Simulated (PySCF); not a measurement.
Si(F)(I)2(Me) (CH3FI2Si), SMILES I[Si](F)(I)C.

Coordinates come from a B3LYP-D3(BJ)/def2-SVP optimisation. The def2 effective core potentials stand for the cores of I; spin–orbit coupling is left out.

Computed with r2SCAN/def2-TZVP run with PySCF.

Symmetry labels are those of the subgroup Cs that the program uses (full group Cs).

### Question
List the valence orbital energies around the gap with their symmetry. (Estimate from the structure and the level; the computed values follow.)

### Answer

```csv
orbital,symmetry,energy (eV)
HOMO−7,A",-10.89
HOMO−6,A',-10.67
HOMO−5,A',-8.91
HOMO−4,A",-8.73
HOMO−3,A',-7.49
HOMO−2,A',-7.27
HOMO−1,A",-7.10
HOMO,A",-6.89
LUMO,A',-1.93
LUMO+1,A',-0.38
LUMO+2,A",-0.28
LUMO+3,A',0.66
```
